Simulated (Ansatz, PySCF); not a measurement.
Molecule: sum formula BN2H4F (charge 0, singlet). 
Structure (B3LYP-D3(BJ)/def2-TZVP (Ansatz, a quantum-chemistry and plane-wave program) minimum search):
```
B
F 1 1.3555
N 1 1.4116 2 117.61
H 3 1.0033 1 124.27 2 180.00
H 3 1.0042 4 114.36 1 180.00
N 1 1.4116 2 117.61 3 180.00
H 6 1.0033 1 124.27 2 180.00
H 6 1.0042 7 114.36 1 180.00
```

Total electronic energies in hartree. Correlated levels leave the core frozen unless marked. No spin-orbit coupling. No relativistic terms. CBS(X,Y): correlation extrapolated as X^-3; Hartree-Fock from the larger set.

```json
[
 {"level": "HF/cc-pVTZ", "program": "Ansatz", "energy (Eh)": "-235.60476"},
 {"level": "HF/cc-pVQZ", "program": "Ansatz", "energy (Eh)": "-235.62376"},
 {"level": "RI-HF/aug-cc-pVTZ", "program": "Ansatz", "energy (Eh)": "-235.60932"},
 {"level": "PBE-D3(BJ)/def2-TZVPD", "program": "Ansatz + dftd3", "energy (Eh)": "-236.59335"},
 {"level": "revPBE/def2-TZVPD", "program": "Ansatz", "energy (Eh)": "-236.78023"},
 {"level": "r2SCAN-D3(BJ)/def2-TZVPD", "program": "Ansatz + dftd3", "energy (Eh)": "-236.74278"},
 {"level": "PBE0/6-31G*", "program": "Ansatz", "energy (Eh)": "-236.48231"},
 {"level": "PBE0-D4/def2-TZVPD", "program": "Ansatz + dftd4", "energy (Eh)": "-236.60625"},
 {"level": "M06-2X/def2-TZVPD", "program": "PySCF", "energy (Eh)": "-236.77366"},
 {"level": "LC-wPBE-D3(BJ)/def2-TZVPD", "program": "Ansatz + dftd3", "energy (Eh)": "-236.72585"},
 {"level": "wB97M-V/def2-TZVPD", "program": "Ansatz", "energy (Eh)": "-236.78343"},
 {"level": "B2GP-PLYP-D3(BJ)/def2-TZVPD", "program": "Ansatz + dftd3", "energy (Eh)": "[?]"},
 {"level": "MP2/6-31G*", "program": "Ansatz", "energy (Eh)": "-236.06865"},
 {"level": "MP2/cc-pVQZ", "program": "Ansatz", "energy (Eh)": "-236.45971"},
 {"level": "RI-MP2/cc-pVTZ", "program": "Ansatz", "energy (Eh)": "-236.37966"},
 {"level": "RI-MP2/cc-pVQZ", "program": "Ansatz", "energy (Eh)": "-236.45939"},
 {"level": "CCSD/cc-pVQZ", "program": "Ansatz", "energy (Eh)": "-236.47081"},
 {"level": "CCSD(T)/6-31G*", "program": "Ansatz", "energy (Eh)": "-236.10709"},
 {"level": "CCSD(T)/cc-pVDZ", "program": "Ansatz", "energy (Eh)": "-236.16866"},
 {"level": "CCSD(T)/cc-pwCVTZ", "program": "Ansatz", "energy (Eh)": "-236.44120"},
 {"level": "CCSD(T)/cc-pVQZ", "program": "Ansatz", "energy (Eh)": "-236.50174"},
 {"level": "CCSD(T) with core electrons/cc-pwCVTZ", "program": "Ansatz", "energy (Eh)": "-236.64447"},
 {"level": "CCSD(T)/CBS(cc-pVTZ,cc-pVQZ)", "program": "Ansatz", "energy (Eh)": "-236.5435"}
]
```

**Question.** Some entries are withheld; supply them.

**Answer.** 
- B2GP-PLYP-D3(BJ)/def2-TZVPD, energy (Eh): -236.65824
